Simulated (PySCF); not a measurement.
SMILES c1cc([SiH2][SiH2]c2cccs2)sc1, GFN2-xTB optimised geometry.

```
22

C      2.51    -3.70     0.25
C      1.59    -4.68     0.42
S     -0.01    -4.05     0.46
C      0.56    -2.43     0.24
Si    -0.63    -0.99     0.15
Si     0.61     0.95     0.00
C     -0.57     2.40     0.00
C     -1.94     2.40     0.00
C     -2.51     3.69     0.00
C     -1.57     4.67     0.00
S      0.02     4.03     0.00
C      1.92    -2.42     0.14
H      3.57    -3.88     0.19
H      1.74    -5.73     0.53
H     -1.49    -1.08     1.34
H     -1.52    -1.24    -0.99
H      1.42     1.07    -1.23
H      1.55     1.17     1.11
H     -2.52     1.49     0.00
H     -3.57     3.88     0.00
H     -1.71     5.73     0.00
H      2.49    -1.52     0.00
```

Density from PySCF with PBE0/def2-SVP at that geometry.

Minimum of the electron density along straight lines between bonded atoms, close to the bond critical point (lines longer than 1.1 times the sum of covalent radii, or with two minima, are not listed):

| bond | length / Å | ρ at the minimum / e bohr⁻³ | ∇²ρ there / e bohr⁻⁵ | position (fraction from the first atom) |
|---|---|---|---|---|
| C1–C2 | 1.358 | 0.323 | -0.82 | 0.49 |
| C2–S3 | 1.717 | 0.217 | -0.47 | 0.47 |
| S3–C4 | 1.735 | 0.209 | -0.41 | 0.54 |
| C4–Si5 | 1.874 | 0.111 | 0.38 | 0.62 |
| Si6–C7 | 1.873 | 0.111 | 0.38 | 0.38 |
| C7–C8 | 1.364 | 0.319 | -0.80 | 0.51 |
| C8–C9 | 1.411 | 0.296 | -0.73 | 0.50 |
| C9–C10 | 1.358 | 0.323 | -0.82 | 0.49 |
| C7–S11 | 1.735 | 0.209 | -0.41 | 0.46 |
| C10–S11 | 1.717 | 0.217 | -0.47 | 0.47 |
| C1–C12 | 1.411 | 0.297 | -0.73 | 0.50 |
| C4–C12 | 1.365 | 0.319 | -0.80 | 0.51 |
| C1–H13 | 1.076 | 0.284 | -1.09 | 0.63 |
| C2–H14 | 1.072 | 0.286 | -1.12 | 0.64 |
| Si5–H15 | 1.472 | 0.115 | 0.31 | 0.49 |
| Si5–H16 | 1.472 | 0.115 | 0.31 | 0.49 |
| Si6–H17 | 1.472 | 0.115 | 0.31 | 0.49 |
| Si6–H18 | 1.472 | 0.115 | 0.31 | 0.49 |
| C8–H19 | 1.077 | 0.283 | -1.08 | 0.63 |
| C9–H20 | 1.076 | 0.284 | -1.09 | 0.63 |
| C10–H21 | 1.072 | 0.286 | -1.12 | 0.64 |
| C12–H22 | 1.077 | 0.283 | -1.08 | 0.63 |
